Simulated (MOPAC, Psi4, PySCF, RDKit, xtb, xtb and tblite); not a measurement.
Internal rotation in SMILES CC(C)/C=C\C(C)C (C8H16). Scanned: dihedral C1–C2–C4–C5; all other coordinates were relaxed at GFN2-xTB.

Geometry of the scan point at 180° (Å):
```
24

C     -2.5586    -0.0626     0.9156
C     -1.6243     0.2813    -0.2441
C     -2.4798     0.5284    -1.4937
C     -0.6506    -0.8469    -0.4701
C      0.3098    -0.9215    -1.3793
C      0.7926     0.1599    -2.3009
C      0.5535    -0.2466    -3.7569
C      2.2851     0.3999    -2.0603
H     -3.2519     0.7545     1.1044
H     -3.1353    -0.9546     0.6808
H     -1.9929    -0.2465     1.8272
H     -1.0762     1.2005    -0.0060
H     -3.2193     1.3012    -1.2922
H     -3.0033    -0.3847    -1.7698
H     -1.8769     0.8438    -2.3388
H     -0.8397    -1.7248     0.1356
H      0.8847    -1.8377    -1.4482
H      0.2592     1.0916    -2.0955
H      0.8951     0.5352    -4.4323
H      1.0970    -1.1611    -3.9857
H     -0.5042    -0.4246    -3.9383
H      2.8540    -0.5055    -2.2620
H      2.4609     0.6932    -1.0276
H      2.6528     1.1898    -2.7121
```

Methods: GFN2-xTB (xtb and tblite); MMFF94 // GFN2-xTB (RDKit); PBE/def2-SVP // GFN2-xTB (Psi4); PM3, restricted, heats of formation // GFN2-xTB (MOPAC); PM7, restricted, heats of formation // GFN2-xTB (MOPAC); GFN1-xTB // GFN2-xTB (xtb); RKS-B3LYP/6-31G* = restricted B3LYP/6-31G*, spherical d, density fitting // GFN2-xTB in PySCF; RHF/6-31G* = restricted Hartree-Fock/6-31G*, spherical d, density fitting // GFN2-xTB in PySCF.

Least-squares fit of E(φ) = a0 + Σ (a_n cos nφ + b_n sin nφ), n = 1 to 4, to the 12 scan points, in kcal/mol above the lowest point of each profile (levels whose profile four harmonics don't fit are not listed):

```csv
method,a0,a1,b1,a2,b2,a3,b3,a4,b4,rms of fit
GFN2-xTB,2.57,0.97,1.70,0.72,-1.13,0.43,0.04,-0.15,-0.25,0.22
MMFF94,3.04,0.76,1.34,1.03,-1.57,-0.03,0.04,-0.16,-0.26,0.20
PBE/def2-SVP,2.79,0.82,1.55,0.66,-0.99,-0.09,0.01,-0.08,-0.22,0.23
PM3,2.40,0.96,1.69,0.71,-1.04,0.73,0.10,-0.05,-0.04,0.02
PM7,2.45,0.98,1.68,0.74,-1.16,0.78,0.08,-0.10,-0.12,0.13
GFN1-xTB,2.14,0.72,1.24,0.73,-1.12,0.42,0.06,-0.09,-0.14,0.13
RKS-B3LYP/6-31G*,3.15,0.94,1.75,0.70,-1.10,-0.08,0.00,-0.10,-0.22,0.25
RHF/6-31G*,3.63,1.10,2.02,0.86,-1.35,-0.04,0.00,-0.14,-0.28,0.26
```
